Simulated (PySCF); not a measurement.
Ge(H)2(vinyl)(NH2) (C₂H₇GeN), SMILES [GeH2]([NH2])[CH]=C.

Geometry optimised at B3LYP-D3(BJ)/def2-SVP. This is a generated structure with no PubChem entry under its InChIKey; it may be hypothetical. Other conformers were not sampled.

Level of theory: ωB97X/def2-TZVP (PySCF).

Gas-phase values at a fixed geometry.

Q: Estimate the frontier levels, gap, dipole moment and polarisability. (The exact figures need the calculation; the answer reports its results.)

A: 
```yaml
highest_occupied_level: -9.56 eV
lowest_empty_level: 1.70 eV
orbital_gap: 11.26 eV
dipole_moment: 1.63 D
quadrupole, principal values (traceless, Buckingham form, about the centre of nuclear charge): -4.98, 0.26, 4.72 D·Å
mean_static_polarisability: 62.1 bohr³ (9.20 Å³)
polarisability_principal_values: 51.2, 56.3, 78.9 bohr³
```
